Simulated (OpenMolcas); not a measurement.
## O²⁺: CASPT2 settings compared

```
Program             : OpenMolcas 26.06
Basis               : ANO-L-VQZP [5s4p3d2f]
Scalar Hamiltonian  : non-relativistic, point nucleus
Active space        : 2 electrons in 3 orbitals (2p)
State averaging     : 2S+1 = 3 even, 3 roots; 2S+1 = 1 even, 6 roots kept (CI in the orbitals of an earlier block)
Spin-orbit coupling : state interaction with AMFI integrals over the reference wave functions, term energies averaged over their components
```

Methods on the same reference wave functions:
A. CASSCF
B. SS-CASPT2, IPEA 0.2 Eh, imaginary shift 0.05 Eh (closed shells correlated: 2s)
C. SS-CASPT2, IPEA 0.3 Eh, imaginary shift 0.05 Eh (closed shells correlated: 1s 2s)
D. SS-CASPT2, IPEA 0.4 Eh, no level shift (closed shells correlated: 2s)

Energies in cm-1 above 2s2 2p2 3P0, the measured ground level; measured values from Moore, Selected Tables of Atomic Spectra, NSRDS-NBS 3, section 11.

```
      Level      A      B      C      D  Measured
2s2 2p2 3P0    0.0    0.0    0.0    0.0       0.0
2s2 2p2 3P1    110    110    110    110       113
2s2 2p2 3P2    326    326    326    326          
2s2 2p2 1D2  23045  20680  20630  20530     20273
2s2 2p2 1S0  57284  46590  46630  46680     43186
```

Deviations, from unrounded energies. A percentage is the sum of absolute deviations over the sum of measured energies, with the sign that they share, or ± where signs differ.

```tsv
Against measurement	Levels	A	B	C	D
mean absolute deviation (cm-1)	3	5600	1300	1300	1200
fine structure of the ground term (%)	1	-2.7	-2.4	-2.4	-2.4
other terms of the ground configuration (%)	2	+26.6	+6.0	+6.0	+5.9
```

B, C, D lie about equally close to measurement and A furthest from it. The largest miss of D in the table is 2s2 2p2 1S0, by +3500 cm-1. The ranking rests on the paired levels alone, and a cruder setting can come out closer through cancelling errors.

Among B to D the level of the table that moves most is 2s2 2p2 1D2, by 160 cm-1 (lowest in D, highest in B). Moves below CASPT2's spread within the term are not significant.

The mean deviations of B to D differ by less than CASPT2's widest spread within a term (150 cm-1), so their order carries little weight.

From A to B the spin-free energies of the other terms of 2s2 2p2 shown, above 3P, scale by factors of 0.81 to 0.90.

The lowest spin-free term lies below A's lowest term by 0.089 hartree in B, 0.097 hartree in C, 0.086 hartree in D.

CASPT2 does not keep the components of a term degenerate, so their means are used; among the terms shown or strongly mixed into the levels shown the widest spread is 150 cm-1 (2s2 2p2 1D, D). Terms from blocks run as CI alone lack orbitals of their own. With the s shell closed, the reference lacks s² → p² mixing. Computed and measured levels are paired by configuration, term and J; levels that our copy of the source lacks, or whose pairing is in doubt (as where it misses far off the trend of its configuration), stay unpaired and out of the deviations. Only configurations of the active space appear.
